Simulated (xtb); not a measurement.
C2H3O2 (SMILES [CH2-]C(=O)O), charge -1, singlet, at a GFN2-xTB geometry; GFN2-xTB (xtb 6.7.1).

The xtb input:
```
$ xtb mol.xyz --gfn 2 --chrg -1 --acc 30 --json

# file mol.xyz
7

C      0.11500632     0.05201120    -0.05302050
O      0.26258741     1.21666153    -0.49561643
O     -1.20825450    -0.24327257     0.45360888
H     -1.68617274     0.58417768     0.31791387
C      0.98094306    -0.97998349     0.03343690
H      0.68003939    -1.92741954     0.44895840
H      1.99577385    -0.87603609    -0.31331037
```

It wrote (shortened):

```
   ID    Z sym.   atoms
    1    6 C      1, 5
    2    8 O      2, 3
    3    1 H      4, 6, 7

           -------------------------------------------------
          |                Calculation Setup                |
           -------------------------------------------------

           -------------------------------------------------
          |                 G F N 2 - x T B                 |
           -------------------------------------------------

          ...................................................
          :                      SETUP                      :
          :.................................................:
          :  # basis functions                  19          :
          :  # atomic orbitals                  19          :
          :  # shells                           11          :
          :  # electrons                        24          :
          :  max. iterations                   250          :
          :  Hamiltonian                  GFN2-xTB          :
          :  restarted?                      false          :
          :  GBSA solvation                  false          :
          :  PC potential                    false          :
          :  electronic temp.          300.0000000     K    :
          :  accuracy                   30.0000000          :
          :  -> integral cutoff          0.2000000E+02      :
          :  -> integral neglect         0.3000000E-06      :
          :  -> SCF convergence          0.3000000E-04 Eh   :
          :  -> wf. convergence          0.3000000E-02 e    :
          :  Broyden damping             0.4000000          :
          :  net charge                         -1          :
          :  unpaired electrons                  0          :
          ...................................................

 iter      E             dE          RMSdq      gap      omega  full diag
   1    -14.2006999 -0.142007E+02  0.527E+00    5.85       0.0  T
   2    -14.2391314 -0.384315E-01  0.273E+00    4.96       1.0  T
   3    -14.2409454 -0.181395E-02  0.158E+00    5.37       1.0  T
   4    -14.2452797 -0.433430E-02  0.529E-01    5.07       1.0  T
   5    -14.2457069 -0.427218E-03  0.132E-01    5.10       1.0  T
   6    -14.2457161 -0.921868E-05  0.441E-02    5.12       1.0  T
   7    -14.2457193 -0.324885E-05  0.134E-02    5.11       2.8  T
   8    -14.2457198 -0.418972E-06  0.587E-03    5.11       6.4  T

   *** convergence criteria satisfied after 8 iterations ***

[...]
         :: total energy             -14.118512168296 Eh    ::
[...]
             Fermi-level           -0.0123026 Eh           -0.3348 eV

     #   Z          covCN         q      C6AA      α(0)
     1   6 C        2.682     0.285    22.172     7.706
     2   8 O        0.856    -0.662    27.702     7.057
     3   8 O        1.652    -0.531    23.571     6.554
     4   1 H        0.805     0.255     0.873     1.468
     5   6 C        2.835    -0.237    34.375     9.608
     6   1 H        0.926    -0.056     4.240     3.220
     7   1 H        0.926    -0.054     4.181     3.198

 Mol. C6AA /au·bohr⁶  :        656.773119
 Mol. C8AA /au·bohr⁸  :      14249.960579
 Mol. α(0) /au        :         38.809438

Wiberg/Mayer (AO) data.
largest (>0.10) Wiberg bond orders for each atom

 ---------------------------------------------------------------------------
     #   Z sym  total        # sym  WBO       # sym  WBO       # sym  WBO
 ---------------------------------------------------------------------------
     1   6 C    3.910 --     5 C    1.593     2 O    1.423     3 O    0.887
     2   8 O    1.749 --     1 C    1.423     5 C    0.215
     3   8 O    1.955 --     4 H    0.917     1 C    0.887
     4   1 H    0.935 --     3 O    0.917
     5   6 C    3.822 --     1 C    1.593     6 H    0.980     7 H    0.978
                             2 O    0.215
     6   1 H    0.997 --     5 C    0.980
     7   1 H    0.997 --     5 C    0.978
 ---------------------------------------------------------------------------

Topologies differ in total number of bonds
Writing topology from bond orders to xtbtopo.mol

molecular dipole:
                 x           y           z       tot (Debye)
 q only:       -0.581      -0.238       0.259
   full:       -0.670      -0.279       0.301       1.998
molecular quadrupole (traceless):
                xx          xy          yy          xz          yz          zz
 q only:        0.971      -1.191      -3.535       1.325       2.925       2.564
  q+dip:        1.727      -2.787      -3.749       1.540       3.378       2.022
   full:        1.797      -2.542      -3.952       1.473       3.415       2.155

           -------------------------------------------------
          | TOTAL ENERGY              -14.118512168296 Eh   |
          | GRADIENT NORM               0.000164366909 Eh/α |
          | HOMO-LUMO GAP               5.114792626385 eV   |
           -------------------------------------------------

normal termination of xtb
```
